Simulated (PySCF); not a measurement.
An unknown is described by computed data only.

Elements present: C, F and H. Monoisotopic mass: 108.0187 u.

- UV, first state: lowest singlet excitation: 6.29 eV (197 nm, f = 0.110) [TDDFT wB97X-D/def2-SVPD]
- Dipole: 2.67 D [wB97X-D/def2-SVPD]
- Polarisability: 47.5 au [wB97X-D/def2-SVPD]
- Triplet: lowest triplet excitation (Tamm–Dancoff): 3.99 eV [TDA wB97X-D/def2-SVPD]
- Rotational structure: rotational constants A, B, C: 4.632, 2.031, 1.896 GHz [GFN2-xTB]
- XPS: C1s 291.7, C1s 291.7, C1s 291.8, C1s 298.6, F1s 693.8 (×3) eV [ΔSCF SCAN, pcX-2 on the ionised atom, pcseg-1 elsewhere, spin-free X2C]

Gas-phase values; electronic properties from PySCF, density fitting. Levels stand in brackets. Isolated species at its GFN2-xTB geometry, gas phase.

Task: Which formula fits the mass and the elements?

Result: C4H3F3 (calculated 108.0187). No other formula that holds each of these elements comes within 0.0003 u with a fitting electron parity and a possible valence count.

Task: Propose a structure and show how it fits.

Result: Numbering: `[F:1][C:2]([F:3])([F:4])[C:5]1=[CH:6][CH2:7]1`. Its formula, C4H3F3, gives 2 degrees of unsaturation: 1 ring and 1 π bond in the structure found. The core levels belong to: C1s 291.7 eV, alkene CH carbon [C6]; C1s 291.7 eV, allylic carbon [C7]; C1s 291.8 eV, fully substituted alkene carbon [C5]; C1s 298.6 eV, CF3 carbon [C2]; F1s 693.8 eV, fluorine of a CF3 group [F1/F3/F4]. One atom of each topological class was ionised and stands for its class. The hole state at 291.7 eV has ⟨S²⟩ = 0.83 against 0.75, so that value is less sure. The optimised geometry has point group Cs and is an asymmetric top. Structure: `FC(F)(F)C1=CC1`. Computed isomers that give other values at the same levels: `C=CC(F)=C(F)F` (rotational constant A: 4.878 GHz; this holds for the one conformer computed); `C#CCC(F)(F)F` (rotational constant A: 5.204 GHz; this holds for the one conformer computed); `C#C[C@H](F)C(F)F` (rotational constant A: 3.951 GHz; this holds for the one conformer computed). The assignments are read from this structure; whether some other isomer fits the data as well wasn't checked.

Shape of the structure used: `[F:1][C:2]([F:3])([F:4])[C:5]1=[CH:6][CH2:7]1`: F1–C2–C5–C6 -120°.
